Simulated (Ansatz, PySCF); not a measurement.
F₂H₅NSi₂, SMILES N([SiH3])[SiH](F)F. Atoms are numbered in the order given.

```xyz
10

Si     0.8566     0.5254    -0.0858
F      2.0173    -0.3922    -0.7314
F      1.5837     1.2493     1.1604
N     -0.4541    -0.4277     0.4417
Si    -2.1361    -0.3323    -0.0338
H      0.4126     1.5339    -1.0633
H     -0.2278    -1.1498     1.1237
H     -3.0159    -0.0481     1.1394
H     -2.5968    -1.6080    -0.6597
H     -2.2428     0.7785    -1.0222
```
Charge 0, spin multiplicity 1.

Geometry: PBE0-D3(BJ)/def2-SVP. One conformer was computed; it need not be the lowest.

Two levels are set side by side: PBE-D3(BJ)/def2-SVP (Ansatz, a quantum-chemistry and plane-wave program) and PBE0-D3(BJ)/def2-SVP (Ansatz). Each level has its own optimised geometry; the coordinates shown are those of the second. Frequencies come from the Hessian of PySCF at each geometry. Differences are taken from unrounded values.

```
quantity                            PBE0-D3(BJ)
----------------------------------  -----------
mean bond length (Å)                      1.517
bond Si1–F2 (Å)                           1.614
bond Si1–F3 (Å)                           1.614
bond Si1–N4 (Å)                           1.704
bond N4–Si5 (Å)                           1.751
bond Si1–H6 (Å)                           1.473
bond N4–H7 (Å)                            1.019
bond Si5–H8 (Å)                           1.494
bond Si5–H9 (Å)                           1.494
bond Si5–H10 (Å)                          1.491
highest harmonic wavenumber (cm⁻¹)         3601
mean harmonic wavenumber (cm⁻¹)            1043
zero-point energy (kcal/mol)              35.77
```

**Question.** What does PBE-D3(BJ) give, and how far is it from PBE0-D3(BJ)? (An estimate is asked for; the answer gives what the named calculation found.)

**Answer.** 
| quantity | PBE-D3(BJ) | PBE-D3(BJ) minus PBE0-D3(BJ) |
|---|---|---|
| mean bond length (Å) | 1.529 | 0.012 |
| bond Si1–F2 (Å) | 1.630 | 0.016 |
| bond Si1–F3 (Å) | 1.630 | 0.016 |
| bond Si1–N4 (Å) | 1.718 | 0.014 |
| bond N4–Si5 (Å) | 1.763 | 0.012 |
| bond Si1–H6 (Å) | 1.485 | 0.012 |
| bond N4–H7 (Å) | 1.027 | 0.008 |
| bond Si5–H8 (Å) | 1.505 | 0.011 |
| bond Si5–H9 (Å) | 1.505 | 0.011 |
| bond Si5–H10 (Å) | 1.501 | 0.010 |
| highest harmonic wavenumber (cm⁻¹) | 3490 | -112 |
| mean harmonic wavenumber (cm⁻¹) | 1007 | -36 |
| zero-point energy (kcal/mol) | 34.54 | -1.23 |

Exact exchange shortens and stiffens bonds; PBE has none. Differences between two approximate levels are no errors against the true value.
